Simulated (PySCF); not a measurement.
Coordinates in bohr (charge 0 multiplicity 2):
```
Sb    0.0000    0.0000   -0.0321
H     0.0000    3.4540   -0.1955
H     0.0000   -3.4540   -0.1955
H     2.3810    0.0000    2.1131
H    -2.3810    0.0000    2.1131
```

Method: PySCF, UPBE0, basis Sb def2-TZVP with ECP28, H def2-TZVP (scalar-relativistic core potentials, no spin–orbit coupling, density fitting).

This geometry of SbH₄ is a stationary point at this level.

What is the point group?

C2v.

Is it a minimum?

Yes: all harmonic wavenumbers are real.

List the harmonic modes with their infrared intensities.


```json
{"symmetry": "b2", "ω (cm⁻¹)": "496", "IR (km/mol)": "31.7"}
{"symmetry": "a1", "ω (cm⁻¹)": "609", "IR (km/mol)": "42.7"}
{"symmetry": "a1", "ω (cm⁻¹)": "775", "IR (km/mol)": "14.9"}
{"symmetry": "b1", "ω (cm⁻¹)": "817", "IR (km/mol)": "95.4"}
{"symmetry": "a2", "ω (cm⁻¹)": "840", "IR (km/mol)": "0.0"}
{"symmetry": "b1", "ω (cm⁻¹)": "1123", "IR (km/mol)": "229"}
{"symmetry": "a1", "ω (cm⁻¹)": "1520", "IR (km/mol)": "1.4"}
{"symmetry": "a1", "ω (cm⁻¹)": "2017", "IR (km/mol)": "84.4"}
{"symmetry": "b2", "ω (cm⁻¹)": "2026", "IR (km/mol)": "122"}
```

Give the atomic charges and bond orders.


```tsv
atom	Mulliken	Löwdin	polar tensor	spin (Mulliken)	Mayer order to Sb1
Sb1	0.07	0.12	0.79	0.20	–
H2,3	-0.05	-0.04	-0.21	0.43	0.69
H4,5	0.01	-0.02	-0.19	-0.03	0.96
```

What is the atomisation energy, with and without zero-point energy?

831 kJ/mol without, 769 kJ/mol with.

In C2v the vibrations span 2b2 + 4a1 + 2b1 + a2. The a2 mode carries no infrared intensity, as symmetry demands.

This need not be the most stable arrangement of these atoms. With an element this heavy the missing spin–orbit coupling can shift these numbers.
